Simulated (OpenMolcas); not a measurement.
Rh3+ among 4 point charges of -2.5 e arranged as a tetrahedron (Td).

| Quantity | Value |
| --- | --- |
| Program | OpenMolcas 26.06 |
| Method | CASSCF |
| Basis | ANO-RCC-VDZP [6s5p3d1f] |
| Scalar Hamiltonian | DKH2, point nucleus |
| Active space | 6 electrons in 5 orbitals (4d) |
| State averaging | 2S+1 = 5 even, 5 roots; 2S+1 = 3 even, 45 roots; 2S+1 = 1 even, 50 roots |
| Spin-orbit coupling | RASSI with atomic mean-field integrals over the reference wave functions |

All point charges move together. At R = 2.07 Å the first state of the same spin is 3243 cm-1, and at R = 2.17 Å it is 2754 cm-1.

Question: A third run gives 1909 cm-1. What distance was it run at?

Answer: With a power law R^-n the two known points give n = -ln(2754 / 3243) / ln(2.17 / 2.07) = 3.46. Then R = 2.07 × (3243 / 1909)^(1/3.46) = 2.413 Å. The run was at 2.39 Å, so the estimate is off by +0.023 Å.

An orbital doublet at a regular site is open to a Jahn-Teller distortion, which this geometry leaves out. Without dynamic correlation the repulsion within the d shell is too large (B by tens of per cent), so at a given field states of lower spin stand too high. Point charges give a weaker field than real ligands, and real ions of this kind are as a rule low spin; the high spin found here belongs to the model. The ground term spreads over less than 5000 cm-1, several times less than with real ligands, so orbital moments are less quenched and χT lies further from the spin-only value than at real sites. Point charges carry no covalency, so the field is a model and not that of real ligands. No measured value stands beside these numbers.
